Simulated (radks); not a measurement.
Results of a calculation; reference values are marked as such.
Problem. The mean radii <r> (bohr) of the occupied orbitals of an atom or ion are listed with their occupations. Code: a radial shooting solver on a logarithmic mesh with Libxc functionals. Model: non-relativistic Kohn-Sham, r2SCAN, spin-polarised, spherical densities, point nucleus; meta-GGA in the generalised Kohn-Sham scheme.

| orbital | occ. | <r> |
|---|---|---|
| 1s up | 1 | 0.09142 |
| 1s down | 1 | 0.09140 |
| 2s up | 1 | 0.4438 |
| 2s down | 1 | 0.4437 |
| 2p up | 3 | 0.4057 |
| 2p down | 3 | 0.4057 |
| 3s up | 1 | 1.402 |
| 3s down | 1 | 1.412 |
| 3p up | 2 | 1.511 |

Name the element and its charge. Open shells, if any, are filled with parallel spins first.

Solution. Z = 17, chlorine, charge +3: Cl3+ in [Ne] 3s2 3p2. The 1s radius gives Z: for a bare nucleus <r> = 1.5/Z, 0.08824 bohr for Z = 17, and screening makes it slightly larger (0.09142 here). The occupations add up to 14, and the charge is Z minus that.
